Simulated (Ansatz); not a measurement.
Cost and result for the atomization energy of AlGeH₄NO, SMILES `[NH2][Al]1[O][GeH2]1` (8 atoms, 8 bonds).

Cartesian coordinates in Å:
```
N -1.062 -1.891 -0.321
Al -0.210 -0.376 -0.100
O 0.511 0.833 -1.060
Ge 0.855 1.547 0.641
H -1.267 -2.309 -1.215
H -1.414 -2.464 0.428
H 2.376 1.717 0.852
H 0.212 2.945 0.775
```

Total charge 0; spin multiplicity 1. Correlated methods include outer-core shells of Ge, which these sets cover unevenly. Scalar relativity is left out up to krypton. The structure was optimised at the PBE0-D4/def2-TZVP level. It is one conformer, not always the lowest. Program: Ansatz. All runs use 2 threads of an Arm Neoverse V1 on a shared host. Times are those of one run each, without the atoms' runs, and a repeat can differ threefold. Electronic energies, without spin–orbit coupling; frozen cores. CCSD(T)/CBS adds CCSD(T) − MP2 in def2-TZVPP to the MP2 limit, and its time is that of the two runs behind it. T1 = 0.014. With those shells the extrapolation isn't a true limit. B3LYP takes the VWN-RPA correlation (the form of Gaussian; ORCA's B3LYP/G).

CCSD(T)/CBS is a level of theory with its own doubt, some kJ/mol a heavy atom from the limit and from the frozen cores, so smaller differences don't rank the functionals.

```csv
level,functions,atomization (kcal/mol),difference from CCSD(T)/CBS,per bond
CCSD(T)/def2-TZVPP,208,590.8,-19.9,-2.5
CAM-B3LYP-D4/def2-TZVPP,208,607.8,-2.9,-0.4
MP2/def2-QZVPP,393,615.3,4.6,0.6
LDA (SPW92)/def2-TZVPP,208,702.7,92.0,11.5
CCSD(T)/CBS(def2),–,610.7,0.0,0.0
PBE-QIDH/def2-TZVPP,208,597.0,-13.7,-1.7
CCSD(T)/def2-SVP,98,554.4,-56.3,-7.0
ωB97M-V/def2-TZVPP (with forces),208,606.4,-4.3,-0.5
r2SCANh-D4/def2-TZVPP,208,602.6,-8.1,-1.0
B3LYP-D4/def2-TZVPP (with forces),208,603.6,-7.1,-0.9
r2SCAN-D4/def2-TZVPP (with forces),208,609.4,-1.3,-0.2
PBE-D4/def2-TZVPP (with forces),208,615.6,4.9,0.6
B97M-V/def2-TZVPP,208,613.0,2.3,0.3
```

Q: Order the runs by time, with rough figures. (Estimate.)

A: Ansatz gave: LDA (SPW92)/def2-TZVPP 1.9 s; PBE-D4/def2-TZVPP (with forces) 4 s; CAM-B3LYP-D4/def2-TZVPP 6.5 s; B3LYP-D4/def2-TZVPP (with forces) 7.5 s; CCSD(T)/def2-SVP 8 s; r2SCAN-D4/def2-TZVPP (with forces) 8.5 s; PBE-QIDH/def2-TZVPP 9 s; r2SCANh-D4/def2-TZVPP 9.5 s; B97M-V/def2-TZVPP 14 s; ωB97M-V/def2-TZVPP (with forces) 20 s; MP2/def2-QZVPP 30 s; CCSD(T)/def2-TZVPP 2.8 min; CCSD(T)/CBS(def2) 3.3 min.

From BLYP to BHLYP (50 % exact exchange), in def2-TZVPP and without D4, the atomization energy moves by −24.2 kcal/mol: exact exchange takes away binding that semilocal exchange gives to molecules. In def2-TZVPP, CCSD(T) changes the Hartree–Fock value by +192.3 kcal/mol (the triples alone add +12.5 kcal/mol) and MP2 by +204.9 kcal/mol; breaking electron pairs costs correlation energy, which Hartree–Fock lacks. The D4 term adds +5.6 kcal/mol with B3LYP and +2.9 kcal/mol with PBE0; it sums over pairs of atoms, weighted by their polarisabilities, and B3LYP, whose exchange is more repulsive, gets the larger term.
